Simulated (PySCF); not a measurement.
# Relaxation of triplet IMoN

Level of theory: UPBE0 in PySCF with Mo def2-TZVP with ECP28, N def2-TZVP, I def2-TZVP with ECP28; scalar-relativistic core potentials, no spin–orbit coupling; density-fitted integrals. A (50,194) grid was used.

A hand-made bent start, of Cs symmetry, held to at least that symmetry:

Coordinates in bohr (charge 0 multiplicity 3):
```
Mo   -2.0649    0.0000   -1.6760
N    -4.8668    0.0000    0.2860
I     2.1301    0.0000    1.2614
```

(1) What forces act on the atoms at the start (eV/Å)?

(2) What does it relax to?

(3) How much energy is released, and in how many steps?

## Answers

(1) 
```json
{"atom": "Mo1", "Fx": "-4.42", "Fy": "0.00", "Fz": "4.21"}
{"atom": "N2", "Fx": "4.96", "Fy": "0.00", "Fz": "-3.68"}
{"atom": "I3", "Fx": "-0.54", "Fy": "0.00", "Fz": "-0.53"}
```

(2) It ends at Cs with Mo–I 2.654 Å, Mo–N 1.611 Å; I–Mo–N 116.7° (after a last refinement on a finer grid). A frequency run shows a minimum. Other isomers or separated fragments may lie lower.

(3) 81.4 kJ/mol in 6 steps.

Open d and f shells are described by one determinant, and the ground state may have another occupation or spin. No spin–orbit coupling is included, which matters more the heavier the element.

The relaxation took roughly 4 core-minutes on a shared host.
